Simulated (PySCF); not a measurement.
Spinor energies of Hf (hafnium, neutral)

Start: [Xe] 4f14 5d4; 5d5/2 filled at m_j = -1/2, +1/2, +3/2, +5/2. Calculated with PySCF 2.14 in x2c-TZVPall-2c (11s11p10d2f, 108 functions): generalised Hartree-Fock with the X2C-1e Hamiltonian and a Gaussian nucleus; spin-orbit coupling (SO) screened by Boettger's factors. This is a chosen level, not necessarily the ground level.

| spinor shell | electrons | ε, screened SO (eV) | weight of nominal j (screened SO) | rms radius, screened SO (bohr) |
| --- | --- | --- | --- | --- |
| 1s1/2 | 2 | -65670.6 | 1.000 | 0.0215 |
| 2s1/2 | 2 | -11363.3 | 1.000 | 0.0869 |
| 2p1/2 | 2 | -10832.6 | 1.000 | 0.0740 |
| 2p3/2 | 4 | -9635.2 | 1.000 | 0.0812 |
| 3s1/2 | 2 | -2645.8 | 1.000 | 0.222 |
| 3p1/2 | 2 | -2410.7 | 1.000 | 0.214 |
| 3p3/2 | 4 | -2149.5 | 1.000 | 0.228 |
| 3d3/2 | 4 | -1756.0 | 1.000 | 0.202 |
| 3d5/2 | 6 | -1699.5 | 1.000 | 0.206 |
| 4s1/2 | 2 | -560.74 | 1.000 | 0.498 |
| 4p1/2 | 2 | -463.09 | 1.000 | 0.508 |
| 4p3/2 | 4 | -402.73 | 1.000 | 0.541 |
| 4d3/2 | 4 | -241.67 | 1.000 | 0.571 |
| 4d5/2 | 6 | -230.31 | 1.000 | 0.582 |
| 5s1/2 | 2 | -76.660 | 1.000 | 1.23 |
| 5p1/2 | 2 | -46.640 | 0.965 | 1.39 |
| 5p3/2 | 4 | -38.235 | 0.982 | 1.49 |
| 4f5/2 | 6 | -28.665 | 0.995 | 0.748 |
| 4f7/2 | 8 | -26.937 | 0.996 | 0.754 |
| 5d5/2 | 4 | -4.637 | 0.651 | 3.10 |

```tsv
quantity	screened SO
E (hartree)	-15082.60376
M_J	4
⟨J²⟩	20.017
⟨L²⟩	6.217
⟨S²⟩	6.068
```

Each row is a mean over spinors that exchange with the open shell spreads, by up to 4.100 eV (5p3/2).

Rows whose weight is well below 1 are mixtures of j = l ± 1/2: exchange outweighs spin-orbit coupling there, and the label is only the starting occupation.

Breit and QED terms are absent; they matter most for the inner s and p1/2 levels.

Densities and radii are taken from the X2C orbitals without a picture-change correction, which distorts them close to the nucleus.
